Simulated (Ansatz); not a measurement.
Reaction (ligand exchange at the Si–C bond): `FC/C=C/[SiH3]` + HI → `[SiH3]I` + `C=CCF`

Computed with Ansatz on PBE0-D4/def2-TZVP structures; ΔE is electronic, products minus reactants. CBS: MP2 limit from def2 TZ/QZ plus the TZ coupled-cluster correction, frozen cores. This one scheme is used for every species. Functionals use def2-TZVPP. HSE06 is defined as in plane-wave codes. def2 core potentials past Kr. For I outer-core shells are correlated without core-valence functions, which leaves a few kJ/mol of doubt a bond. One conformer a species, not always the lowest.

Problem. Is it downhill or uphill in electronic energy at CCSD(T)/CBS, and by how much? (Estimate.)

Solution. Computed: Downhill: ΔE = -0.86 eV.

Problem. What do these levels give: BLYP-D4, HSE06-D4, PBE, PBE0, MP2/def2-SVP, CCSD(T)/def2-SVP? (An estimate is asked.)

Solution. The calculation gave: BLYP-D4 -0.77, HSE06-D4 -0.85, PBE -0.83, PBE0 -0.86, MP2/def2-SVP -0.77, CCSD(T)/def2-SVP -0.74 eV.

Largest T1 diagnostic among the species: 0.011.

Leaving LDA and LC-ωPBE aside and taking each functional with its dispersion term where it has one, the values, not all of them listed here, spread over 0.11 eV, from PBE-QIDH to B97M-V. LDA lies +0.08 eV from PBE without D4. From PBE to PBE0 (25 % exact exchange), in def2-TZVPP and without D4, ΔE moves by −0.03 eV.
